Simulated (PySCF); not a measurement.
SMILES C[Si](C)(C)/C=C\B(O)O, singlet (GFN2-xTB optimised geometry):

```
22

C      2.575    -1.262    -2.407
Si     0.965    -0.625    -1.605
C      0.243    -2.030    -0.509
C     -0.287    -0.176    -2.972
C      1.446     0.887    -0.567
C      0.640     1.787     0.000
B     -0.934     1.787     0.000
O     -1.561     2.985     0.000
O     -1.707     0.666     0.032
H      3.053    -0.494    -3.007
H      3.290    -1.583    -1.655
H      2.382    -2.110    -3.057
H      0.432    -1.858     0.547
H     -0.829    -2.146    -0.645
H      0.697    -2.985    -0.762
H     -0.600    -1.053    -3.531
H      0.144     0.527    -3.679
H     -1.174     0.287    -2.555
H      2.517     1.048    -0.474
H      1.097     2.632     0.506
H     -2.517     2.919     0.011
H     -1.232    -0.163     0.054
```

Method: B3LYP/def2-SVP (PySCF).

**Question.** What are the frontier orbital energies and the dipole moment?

**Answer.** HOMO-2 -8.22 eV, HOMO-1 -7.74 eV, HOMO -7.33 eV, LUMO -0.83 eV, LUMO+1 1.04 eV; dipole moment 1.44 D.

Meta-Löwdin charges at B3LYP/def2-SVP: C1 -0.54, Si2 0.87, C3 -0.55, C4 -0.54, C5 -0.32, C6 -0.19, B7 0.40, O8 -0.48, O9 -0.49, H10 0.11, H11 0.10, H12 0.10, H13 0.11, H14 0.10, H15 0.12, H16 0.10, H17 0.11, H18 0.11, H19 0.10, H20 0.10, H21 0.33, H22 0.33.
